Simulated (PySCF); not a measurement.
**Adding and removing an electron: ZnS**

PBEsol; basis Zn 6-31G(d,p), S 6-31G(d,p); no relativity; PySCF 2.14. Neutral (UKS): singlet (closed shell), Re = 2.009 Å, ωe = 495 cm⁻¹, De = 2.59 eV, HOMO -5.35 eV, LUMO -4.61 eV.

ZnS⁺ (UKS): doublet (π ↑), Re = 2.105 Å, ωe = 412 cm⁻¹, De = 2.71 eV to Zn⁺ + S. The energies at the minima are -2174.72763 hartree for ZnS and -2174.41060 for ZnS⁺.

(1) Work out the adiabatic ionisation energy, without and with harmonic zero-point energies (1 hartree = 27.2114 eV, 1 eV = 8065.5 cm⁻¹), and the change of the bond length.

For an ion De counts to the pair picked by the measured ionisation energies or electron affinities, which need not be the lowest pair at this level. States were picked by a PBE0 search and need not be the measured ground states.

## Answers

(1) At PBEsol: 0.31703 hartree = 8.627 eV between the minima; the zero-point term (412.0 − 495.0)/2 cm⁻¹ = -0.005 eV makes it 8.622 eV. Re changes by +9.6 pm against the neutral. Minus the HOMO energy is 5.35 eV, -3.28 eV from the value between the minima; self-interaction puts the Kohn–Sham level too high, less so with exact exchange. The electron leaves a π orbital; in so polar a molecule the change of length follows mostly from the change of the ionic charges.
